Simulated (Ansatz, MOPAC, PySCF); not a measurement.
Lewis adduct: BF3 (SMILES FB(F)F) (first 4 atoms) with NH3 (SMILES N); geometry from B3LYP-D3(BJ)/def2-TZVP, rigid monomers moved along the line of their centres of mass till B2···N5 is 1.52 Å.
(charge 0, multiplicity 1):
```xyz
8

F     -1.12755    -0.83538     0.69297
B     -0.00733    -0.08964     0.96186
F      0.00315     1.14890     0.37092
F      1.17296    -0.78059     0.84862
N     -0.11521     0.21342     2.45017
H     -0.97121     0.72704     2.64154
H     -0.12615    -0.65175     2.98358
H      0.67739     0.77394     2.75143
```

Monomers are frozen at their geometry in the pair; levels with a basis set take the counterpoise correction. Rows marked so take none.

Rows in 6-31G* carry no dispersion term and start afresh at each structure (6-31G* with six Cartesian d functions). MP2/6-31G* freezes PySCF's default core. The state that PM7 reach isn't checked; PM7 holds dispersion and hydrogen-bond terms.

Run with Ansatz (Gaussian basis) for Hartree–Fock, density functionals and correlated methods; MOPAC for PM7 (differences of heats of formation); PySCF for 6-31G* rows, the dispersion terms. 

One of these levels gives -25.11 kcal/mol for the interaction energy. Name it.
A. MP2/6-31G*
B. PM7
C. HF/6-31G* (no counterpoise)
D. PBE-D4/def2-TZVPPD

B, PM7. The others give -44.87 (HF/6-31G* (no counterpoise)), -36.59 (PBE-D4/def2-TZVPPD), -33.50 (MP2/6-31G*)

Ansatz is a first-principles code.
